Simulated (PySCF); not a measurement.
Excitations are Tamm–Dancoff values on a coarser integration grid. The basis has no diffuse functions, so Rydberg states are missing or too high.

Cartesian coordinates (Å):
SMILES: Bc1cc([SiH3])c2ccccc2n1
```xyz
22

B      3.1081    -2.0972    -0.2330
C      1.8148    -1.2368    -0.1225
C      1.8816     0.1879     0.0514
C      0.7313     0.9664     0.1503
Si     0.8684     2.8426     0.3781
C     -0.5284     0.2834     0.0708
C     -1.7876     0.9437     0.1550
C     -2.9740     0.2284     0.0713
C     -2.9591    -1.1838    -0.1007
C     -1.7547    -1.8603    -0.1868
C     -0.5132    -1.1548    -0.1047
N      0.6320    -1.8787    -0.1969
H      4.1984    -1.5571    -0.1721
H      3.0242    -3.2985    -0.3790
H      2.8783     0.6542     0.1053
H      0.2018     3.2819     1.6540
H      0.2127     3.5738    -0.7624
H      2.3275     3.1949     0.4272
H     -1.8170     2.0369     0.2886
H     -3.9368     0.7574     0.1385
H     -3.9100    -1.7338    -0.1648
H     -1.6985    -2.9504    -0.3198
```
Charge 0, spin multiplicity 1.

Q: What is the computed S1 excitation (TDA), T1 excitation (TDA) and S1 oscillator strength (PBE-D3(BJ)/def2-TZVP // PBE-D3(BJ)/def2-SVP (PySCF))?

A: 
```
Quantity                 Result
----------------------  -------
S1 excitation (TDA)     2.57 eV
T1 excitation (TDA)     2.17 eV
S1 oscillator strength    0.001
```
